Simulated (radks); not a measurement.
Cs44+, 11 electrons, occupied as [Ne] 3s1. Calculated with a radial shooting solver on a logarithmic mesh with Libxc functionals: non-relativistic Kohn-Sham, TPSS, spin-polarised, spherical densities, point nucleus; open shells are filled with parallel spins first (spin-orbit coupling, left out, can overturn this in heavy ions); meta-GGA in the generalised Kohn-Sham scheme; relativity is left out, which matters for an element this heavy.

Normalised radial functions P(r) = r R(r), r in bohr:

| r | 1s down | 2s up |
|---|---|---|
| 0.001267 | 0.9555 | 0.3162 |
| 0.001572 | 1.1661 | 0.3858 |
| 0.001952 | 1.4174 | 0.4687 |
| 0.002442 | 1.7261 | 0.5703 |
| 0.00303 | 2.0740 | 0.6844 |
| 0.003761 | 2.4728 | 0.8144 |
| 0.004668 | 2.9198 | 0.9587 |
| 0.005839 | 3.4252 | 1.1189 |
| 0.007247 | 3.9348 | 1.2751 |
| 0.008995 | 4.4370 | 1.4191 |
| 0.01116 | 4.8894 | 1.5304 |
| 0.01385 | 5.2365 | 1.5800 |
| 0.01733 | 5.4158 | 1.5269 |
| 0.02151 | 5.3495 | 1.3320 |
| 0.0267 | 5.0032 | 0.9565 |
| 0.03314 | 4.3735 | 0.3782 |
| 0.04146 | 3.4820 | -0.4213 |
| 0.05145 | 2.5145 | -1.3126 |
| 0.06386 | 1.5968 | -2.1835 |
| 0.07925 | 0.8652 | -2.8462 |
| 0.09915 | 0.3725 | -3.1194 |
| 0.1231 | 0.1289 | -2.8944 |
| 0.1527 | 0.0329 | -2.2640 |
| 0.1895 | 0.0058 | -1.4576 |
| 0.2371 | 0.0006 | -0.7244 |
| 0.2943 | 0.0000 | -0.2785 |
| 0.3653 | 0.0000 | -0.0760 |
| 0.4533 | 0.0000 | -0.0136 |
| 0.5672 | 0.0000 | -0.0013 |
| 0.7039 | 0.0000 | -0.0001 |
| 0.8736 | 0.0000 | 0.0000 |

1s down: eigenvalue -37210 eV, 0 radial nodes, <r> = 0.0276 bohr, 90 % of the charge inside 0.0491 bohr. 2s up: eigenvalue -7998.3 eV, 1 radial node at r = 0.0371 bohr, <r> = 0.116 bohr, 90 % of the charge inside 0.178 bohr.
